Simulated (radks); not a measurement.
The numbers below are computed, except where a source is named.
Problem. The mean radii <r> (bohr) of the occupied orbitals of an atom or ion are listed with their occupations. Level of theory: non-relativistic Kohn-Sham, SCAN, spin-polarised, spherical densities, point nucleus; meta-GGA in the generalised Kohn-Sham scheme (a radial shooting solver on a logarithmic mesh with Libxc functionals).

orbital  occ.     <r>
1s up       1  0.1764
1s down     1  0.1755
2s up       1  0.8680
2s down     1  0.8932
2p up       2  0.8192
5p up       1   9.937

Name the element and its charge. Open shells, if any, are filled with parallel spins first.

Solution. Z = 9, fluorine, charge +2: F2+ in [He] 2s2 2p2 5p1. The 1s radius gives Z: for a bare nucleus <r> = 1.5/Z, 0.1667 bohr for Z = 9, and screening makes it slightly larger (0.1764 here). The occupations add up to 7, and the charge is Z minus that.
